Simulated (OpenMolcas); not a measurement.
## 5d3 along the 71-electron sequence

```yaml
Program: OpenMolcas
Method: MS-CASPT2, IPEA 0.25 Eh, imaginary shift 0.1 Eh
Basis: ANO-R3
Scalar_Hamiltonian: X2C, finite nucleus
Spin-orbit_coupling: state interaction with AMFI integrals over the reference wave functions, term energies averaged over their components
```

Active space for each ion: 3 electrons in 5 orbitals (5d); closed shells correlated by CASPT2: 5s 5p.

Computed levels in cm-1 above 4F 3/2:

| Level | Re4+ | Os5+ | Ir6+ | Pt7+ |
| --- | --- | --- | --- | --- |
| 4F 5/2 | 4910 | 6350 | 8000 | 9870 |
| 4F 7/2 | 9060 | 11380 | 13940 | 16690 |
| 4P 1/2 | 14800 | 17130 | 19670 | 22150 |
| 2G 7/2 | 19300 | 22950 | 27040 | 31250 |
| 2H 9/2 | 20380 | 24180 | 28490 | 33050 |
| 4P 5/2 | 21510 | 25170 | 29230 | 33300 |
| 2P 1/2 | 24270 | 29100 | 34300 | 39540 |
| 2H 11/2 | 27640 | 32420 | 37710 | 43080 |
| 2D 5/2(1) | 29590 | 34880 | 40650 | 46410 |
| weight of 4F in the lowest level (%) | 85 | 82 | 79 | 77 |

Mixed levels, with the weight of the term that names them: Re4+ 4P 1/2 (65 %), Re4+ 2H 9/2 (56 %), Re4+ 2P 1/2 (65 %), Os5+ 4P 1/2 (67 %), Os5+ 2H 9/2 (56 %), Os5+ 2P 1/2 (67 %), Ir6+ 4P 1/2 (67 %), Ir6+ 2H 9/2 (55 %), Ir6+ 2P 1/2 (67 %), Pt7+ 4P 1/2 (67 %), Pt7+ 2G 7/2 (75 %), Pt7+ 2H 9/2 (54 %), Pt7+ 2P 1/2 (67 %).

Measured, with the error of the calculation in %. Measured levels: Re4+ from the list in Brasseur, Gamrath and Quinet, At. Data Nucl. Data Tables 157, 101636 (2024); Os5+ from the list in Brasseur, Palmeri and Quinet, Atoms 13, 11 (2025).

```json
{"Level": "4F 5/2", "Re4+": "4853 (+1.2)", "Os5+": "6397 (-0.7)"}
{"Level": "4F 7/2", "Re4+": "8973 (+1.0)", "Os5+": "11444 (-0.5)"}
{"Level": "4P 1/2", "Re4+": "14325 (+3.3)", "Os5+": "16772 (+2.1)"}
{"Level": "2G 7/2", "Re4+": "19013 (+1.5)", "Os5+": "22920 (+0.1)"}
{"Level": "2H 9/2", "Re4+": "19967 (+2.1)", "Os5+": "24028 (+0.6)"}
{"Level": "4P 5/2", "Re4+": "20922 (+2.8)", "Os5+": "24828 (+1.4)"}
{"Level": "2P 1/2", "Re4+": "23669 (+2.6)", "Os5+": "28860 (+0.8)"}
{"Level": "2H 11/2", "Re4+": "27077 (+2.1)", "Os5+": "32156 (+0.8)"}
{"Level": "2D 5/2(1)", "Re4+": "28739 (+3.0)", "Os5+": "34418 (+1.3)"}
```

The fine-structure level 4F 7/2 changes by a factor of 1.84 from Re4+ to Pt7+. Its fourth root runs 9.76, 10.33, 10.87, 11.37, with steps per unit of Z of 0.57, 0.54, 0.50; equal steps would mean a (Z - σ)^4 law with constant σ.

4P 1/2 changes by a factor of 1.5 over the same range, with steps per unit of Z of +2330, +2540, +2480 cm-1.

Term energies are means over components that CASPT2 splits; among the terms shown or strongly mixed into the levels shown the widest spread is 610 cm-1 (5d3 4F, Os5+). Measured partners are found by configuration, term and J. A level has none where our copy of the source lacks it or the pairing is in doubt (some pairs that miss far off the trend of their configuration count as doubtful), and it then counts in no deviation. Only configurations of the active space appear.

A number in round brackets counts repeated terms of one configuration in the order of the reference energies.
